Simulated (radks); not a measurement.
All-electron atom: neutral beryllium in [He] 2s2.

All-electron calculation, non-relativistic Kohn-Sham, PBE, spin-unpolarised, spherical densities, point nucleus. Program: a radial shooting solver on a logarithmic mesh with Libxc functionals.

Energy parts (eV):
part                    energy
total                 -398.101
kinetic                396.152
electron-nucleus      -915.338
Hartree                195.072
exchange-correlation   -73.988

Orbitals (lengths in bohr, moments of r in powers of bohr; <r^-3> diverges for s and p1/2):
| orbital | occ. | eigenvalue (eV) | <r> | <r^-3> | <r^2> | <r^4> |
|---|---|---|---|---|---|---|
| 1s | 2 | -106.1955 | 0.4209 | - | 0.2417 | 0.1583 |
| 2s | 2 | -5.6088 | 2.604 | - | 8.148 | 127.3 |
| 2p | 0 | -2.0194 | 3.218 | 0.2769 | 13.24 | 406.2 |

The highest occupied level is 2s at -5.609 eV. The density falls to 0.001 e/bohr^3 at r = 4.12 bohr. The electron density at the nucleus is 35.75 e/bohr^3. Summed over all electrons, <r^2> = 16.78 bohr^2, which gives a Langevin (diamagnetic) susceptibility term of -13.3 x 10^-6 cm^3/mol.
